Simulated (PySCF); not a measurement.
# Ar⁺ (argon, charge +1) across methods

[Ne] 3s1 3p5 4s1, high-spin 4P determinant (an excited configuration). Calculation: PySCF 2.14, in x2c-TZVPPall with one added diffuse shell each of s, p, d type (6s6p4d1f, 51 functions); the spin-free X2C one-electron Hamiltonian (Gaussian nucleus).

```csv
method,E (hartree),mean ε 3p α (eV),mean ε 3p β (eV),mean ε 4s α (eV),Σ⟨r²⟩ (bohr²),⟨S²⟩
PBE,-527.4231,-29.227,-26.613,-8.405,30.56,3.751
B3LYP,-527.6186,-30.770,-27.794,-8.897,30.60,3.752
revPBE,-527.5381,-29.229,-26.597,-8.362,30.60,3.751
UHF,-526.85353,-35.840,-29.633,-10.418,29.12,3.753
wB97X,-527.5789,-33.774,-30.625,-10.436,30.59,3.752
r2SCAN,-527.5596,-30.064,-26.885,-8.461,30.81,3.753
PBE0,-527.4345,-31.296,-27.970,-9.014,30.64,3.752
LDA,-525.9842,-29.195,-26.682,-8.555,30.52,3.751
BLYP,-527.6368,-28.946,-26.545,-8.268,30.55,3.751
```

The outer electron is Rydberg-like, and this basis confines it to a smaller radius and binds it less than a complete one would.
